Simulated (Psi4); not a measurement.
C₄H₇O₂ (SMILES [CH2]COC(C)=O), doublet, geometry from GFN2-xTB. Base run: MP2/6-31G** run with Psi4.

Psi4 was given this input:
```
memory 2 GB

molecule {
0 2
C     2.03808546   -0.02374396    0.44977087
C     1.36904168    0.21242418   -0.83209906
O    -0.00176593   -0.27401931   -0.86901034
C    -0.76179058    0.01957514    0.18237362
C    -2.16946993   -0.48643755   -0.00846824
O    -0.36942001    0.61570237    1.15131265
H     2.45168114    0.78541232    1.01386328
H     2.01397120   -1.00413598    0.88465910
H     1.83135593   -0.34816588   -1.65651272
H     1.35380727    1.27771201   -1.08252519
H    -2.17785247   -1.31986617   -0.70358173
H    -2.77431590    0.32152721   -0.41601349
H    -2.58435942   -0.77685491    0.95222934
}

set {
  basis 6-31g**
  reference uhf
}

energy('mp2')
print_variables()
```

The base run was repeated with changes; each row names its change, and settings that it needs were set with it.

| change | ΔE vs base (mEh) | MP2 correlation (Eh) | basis functions | core-seconds (rough) | outcome |
|---|---|---|---|---|---|
| base | 0.000 | -0.91130 | 125 | 10 | converged |
| method = omp2 | - | - | 125 | - | cut at the time limit |
| method = ccsd(t) | - | - | 125 | - | cut at the time limit |
| method = mp3 | -32.715 | -0.91130 | 125 | 60 | converged |
| freeze_core = on | 26.135 | -0.88516 | 125 | 10 | converged |
| cc_type = df | 0.000 | -0.91130 | 125 | 10 | converged |
| puream = on | 22.664 | -0.88966 | 119 | 10 | converged |
| method = cisd | - | - | - | - | input refused |
| puream = off | -0.186 | -0.91148 | 125 | 10 | converged |
| method = mp2.5 | -16.357 | -0.91130 | 125 | 70 | converged |

Open shells are given as the SCF converged; they aren't shown to be the lowest states, and a large step between rows can be another state.

- method = cisd: ended with `psi4.driver.p4util.exceptions.MissingMethodError: Method=cisd is not available for any derivative level under conditions CI_TYPE=CONV, REFERENCE=UHF, FREEZE_CORE=FALSE, QC_MODULE=(auto). See https://psicode.org/psi4manual/master/introduction.html#ss-cisd. Or d`
